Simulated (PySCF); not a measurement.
# Working out the ionisation energy of Ge

Ge [Ar] 3d10 4s2 4p2 (3P) → Ge⁺ [Ar] 3d10 4s2 4p1 (2P). Computed with PySCF 2.14 in aug-cc-pVDZ-DK, with the spin-free X2C one-electron Hamiltonian (Gaussian nucleus). Frozen: [Ar] 3d10. Energies in hartree (1 hartree = 27.21139 eV):

```json
{"part": "UHF", "Ge (lower)": "-2096.959641", "Ge⁺ (upper)": "-2096.687206"}
{"part": "CCSD correlation", "Ge (lower)": "-0.057002", "Ge⁺ (upper)": "-0.046217"}
{"part": "(T)", "Ge (lower)": "-0.000902", "Ge⁺ (upper)": "-0.000457"}
```

Problem. What does Hartree-Fock give?

Solution. (-2096.687206) − (-2096.959641) = 0.272435 hartree = 7.413 eV.

Problem. What do CCSD and CCSD(T) give?

Solution. The CCSD correlation energies differ by 0.010785 hartree = 0.293 eV and the triples by 0.000445 hartree = 0.012 eV, so CCSD gives 7.706 eV and CCSD(T) 7.718 eV.

Measured between the centres of the two terms (NIST): 7.925 eV, so CCSD(T) (valence) is off by -0.207 eV.

A double-zeta basis recovers only part of the correlation energy.

What remains against the reference includes basis incompleteness, the frozen core and higher excitations.
